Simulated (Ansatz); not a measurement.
Gas-phase reaction in SMILES: [Br][GeH2][Br] [dibromogermane] -> [Br][GeH][Br] + H atom (the Ge-H bond breaks)

Quantity: bond dissociation energy (electronic), in kcal/mol. Terms: LANL2DZ with its own core potentials from Na on; spin-orbit terms left out; UHF or UKS for open shells; six Cartesian d functions in 6-31G* and its kin unless marked 5d; non-relativistic; no dispersion term unless named. Ab initio and DFT rows: single points at B3LYP-D3(BJ) geometries (Ansatz, a program for electronic structure).

```json
[
 {"level": "B3LYP/STO-3G", "program": "Ansatz", "bond dissociation energy (electronic) (kcal/mol)": "117.6"},
 {"level": "B3LYP/3-21G", "program": "Ansatz", "bond dissociation energy (electronic) (kcal/mol)": "81.9"},
 {"level": "B3LYP/LANL2DZ", "program": "Ansatz", "bond dissociation energy (electronic) (kcal/mol)": "79.9"},
 {"level": "B3LYP/6-31G", "program": "Ansatz", "bond dissociation energy (electronic) (kcal/mol)": "78.3"},
 {"level": "B3LYP/6-31G*", "program": "Ansatz", "bond dissociation energy (electronic) (kcal/mol)": "79.7"},
 {"level": "B3LYP/6-31G**", "program": "Ansatz", "bond dissociation energy (electronic) (kcal/mol)": "80.7"},
 {"level": "B3LYP/def2-SVP", "program": "Ansatz", "bond dissociation energy (electronic) (kcal/mol)": "80.5"},
 {"level": "B3LYP/6-31G* with LANL2DZ past Ar", "program": "Ansatz", "bond dissociation energy (electronic) (kcal/mol)": "79.0"},
 {"level": "B3LYP/def2-TZVPD", "program": "Ansatz", "bond dissociation energy (electronic) (kcal/mol)": "80.8"}
]
```

No value to compare with is used here. The 8 habitual levels span 78.3 (B3LYP/6-31G) to 117.6 kcal/mol (B3LYP/STO-3G); B3LYP/def2-TZVPD gives 80.8.

The sets are all those run for this method; left out are runs that failed, that the program found above a lower state of the same kind, or whose <S^2> lies over 0.5 above the pure value.
